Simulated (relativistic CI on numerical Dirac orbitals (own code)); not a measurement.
Spin-allowed bands of a d2 ion in an octahedral site, by hand

Problem. Take Δ = 7000 cm⁻¹ and B = 870 cm⁻¹ for a d2 ion in an octahedral site. Calculate the three spin-allowed bands.

Working.
1. The terms of highest spin are 3F (energy 0) and 3P (15B = 13050 cm⁻¹). Here the F term splits into A2 at +1.2Δ = 8400, T2 at +0.2Δ = 1400 and T1 at −0.6Δ = -4200 cm⁻¹.
2. The two T1 states mix through the element 0.4Δ: H = [[-4200, 2800], [2800, 13050]], with roots ½(H₁₁ + H₂₂) ∓ ½√[(H₂₂ − H₁₁)² + 4H₁₂²] = ½(8850) ∓ ½(18136) = -4643 and 13493 cm⁻¹.
3. The ground term is 3T1 at -4643 cm⁻¹.
4. Bands: 3T2 6043 cm⁻¹ (1655 nm), 3A2 13043 cm⁻¹ (767 nm), 3T1(P) 18136 cm⁻¹ (551 nm).

Check. Exact diagonalisation of the whole d2 shell with these parameters gives 3T2 6043, 3A2 13043, 3T1 18136 cm⁻¹. The match is exact, since without spin-orbit coupling no other term has this spin. The ratio of the second band to the first, 2.158, depends on Δ/B = 8.0 alone, which is how a Tanabe-Sugano diagram is read.
